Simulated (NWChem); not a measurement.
C3H8Si; SMILES C(/[SiH3])=C/C

```xyz
12

C      0.7728    -1.8274     0.0000
C     -0.6160    -1.2819     0.0000
C     -0.9661     0.0138     0.0000
Si     0.2125     1.4723     0.0000
H      0.9421    -2.4667    -0.8828
H      0.9421    -2.4667     0.8828
H      1.5400    -1.0384     0.0000
H     -1.4133    -2.0387     0.0000
H     -2.0394     0.2412     0.0000
H      1.1000     1.4781    -1.2061
H     -0.5824     2.7375     0.0000
H      1.1000     1.4781     1.2061
```
Atoms are numbered in this order, from 1.

Program: NWChem. All runs use the structure optimised with PBE0/def2-SVP. Isolated, static molecule.

GIAO at PBE/pcSseg-1: principal shieldings of Si4 are 404.9, 411.4, 460.0 ppm; an isolated tetramethylsilane molecule has σ = 334.4 ppm at the same levels.

### Question
Find the isotropic 29Si shift, its principal values, the span and the skew.

### Answer

1. σ(iso) = one third of the sum = 425.4 ppm.
2. δ = σ(reference) − σ = -91.0 ppm against tetramethylsilane.
3. δ11, δ22, δ33 = -70.5, -77.0, -125.6 ppm.
4. Span Ω = δ11 − δ33 = 55.1 ppm; skew κ = 3(δ22 − δ(iso))/Ω = 0.76.
